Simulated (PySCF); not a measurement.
From one molecule to another.

First species: C2H7ClSi2.
SMILES: `C(/[SiH2]Cl)=C/[SiH3]`

Second species: C2H7ClSi2.
SMILES: `ClC1[SiH2]C[SiH2]1`

Levels: CAM-B3LYP/def2-SVPD for dipole moment, HOMO energy, LUMO energy, HOMO–LUMO gap, static isotropic polarisability and electronic spatial extent ⟨r²⟩ about the centre of nuclear charge; TDDFT CAM-B3LYP/def2-SVPD for lowest singlet excitation; TDA CAM-B3LYP/def2-SVPD for lowest triplet excitation (Tamm–Dancoff); ΔSCF CAM-B3LYP/def2-SVPD for vertical ionisation energy; PBE0-D3(BJ)/def2-SVP for rotational constant A and rotational constant C. Geometries: PBE0-D3(BJ)/def2-SVP. Each structure is a single optimised conformer of the isolated species, non-relativistic unless stated. Electronic properties by PySCF.

Dipoles, sizes and rotational constants follow the conformer. The torsions of the flexible species, by atom-mapped SMILES:
- `[SiH3:1]/[CH:2]=[CH:3]\[SiH2:4][Cl:5]`: C2–C3–Si4–Cl5 -52°

Values for the first species:

| Item | Value |
| --- | --- |
| Dipole moment | 1.95 D |
| HOMO energy | -9.52 eV |
| LUMO energy | -0.42 eV |
| HOMO–LUMO gap | 9.10 eV |
| Lowest singlet excitation | 5.65 eV |
| Lowest triplet excitation (Tamm–Dancoff) | 3.83 eV |
| Static isotropic polarisability | 91.4 au |
| Vertical ionisation energy | 10.22 eV |
| Electronic spatial extent ⟨r²⟩ about the centre of nuclear charge | 1017 bohr² |
| Rotational constant A | 3.279 GHz |
| Rotational constant C | 1.181 GHz |

Question: Estimate the same properties for the second species, and the change in each.

Answer: 
```tsv
property	first	second	second less first
dipole moment	1.95 D	2.51 D	+0.56 D
HOMO energy	-9.52 eV	-8.81 eV	+0.71 eV
LUMO energy	-0.42 eV	0.57 eV	+0.99 eV
HOMO–LUMO gap	9.10 eV	9.38 eV	+0.28 eV
lowest singlet excitation	5.65 eV	6.07 eV	+0.42 eV
lowest triplet excitation (Tamm–Dancoff)	3.83 eV	5.51 eV	+1.68 eV
static isotropic polarisability	91.4 au	89.0 au	-2.4 au
vertical ionisation energy	10.22 eV	9.58 eV	-0.64 eV
electronic spatial extent ⟨r²⟩ about the centre of nuclear charge	1017 bohr²	914 bohr²	-103 bohr²
rotational constant A	3.279 GHz	3.880 GHz	+0.601 GHz
rotational constant C	1.181 GHz	1.304 GHz	+0.123 GHz
```

On the first: The principal polarisabilities are 75.3, 89.5 and 109.5 au; their mean is the isotropic value. In wavenumbers S1 is 45600 cm⁻¹ (1 eV = 8065.54 cm⁻¹).

On the second: No computed singlet falls in the visible range (750 to 380 nm, 1.65 to 3.26 eV); S1 lies 2.81 eV above its blue end. The 10 singlets span 6.07 to 7.86 eV, and their oscillator strengths add up to 0.16.
